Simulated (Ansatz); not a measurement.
Molecule: SnCl3 (charge 0, doublet). It need not be the lowest isomer of its formula. 
Geometry from a B3LYP-D3(BJ)/def2-TZVP (Ansatz, a quantum-chemistry and plane-wave program) optimisation:
SMILES: [Cl][Sn]([Cl])[Cl]
```xyz
4

Sn    -0.2740    -0.2980    -0.1515
Cl     0.1016     1.4065    -1.7413
Cl    -1.1145     0.7217     1.8048
Cl     1.8187    -1.2517     0.3820
```
Charge 0, spin multiplicity 2.

Parts of the frozen-core correlation energy in def2-SVP (Ansatz, hartree). Frozen orbitals: 24; correlated occupied orbitals by spin: 13 and 12; virtual: 43 and 44. UHF or UKS for open shells. Spin-orbit coupling is left out. Past Kr the def2 sets carry scalar-relativistic core potentials.

| term | value |
|---|---|
| reference (HF) | -1591.53587 |
| MP2 opposite-spin | ___ |
| MP2 same-spin | ___ |
| CCSD correlation | -0.49215 |
| (T) | ___ |
| T1 diagnostic | 0.013 |
| largest doubles amplitude | 0.027 |
| <S^2> of the reference | 0.763 |

Q: Fill in the missing entries.

A: 
- MP2 opposite-spin, value: -0.32979
- MP2 same-spin, value: -0.12312
- (T), value: -0.01156
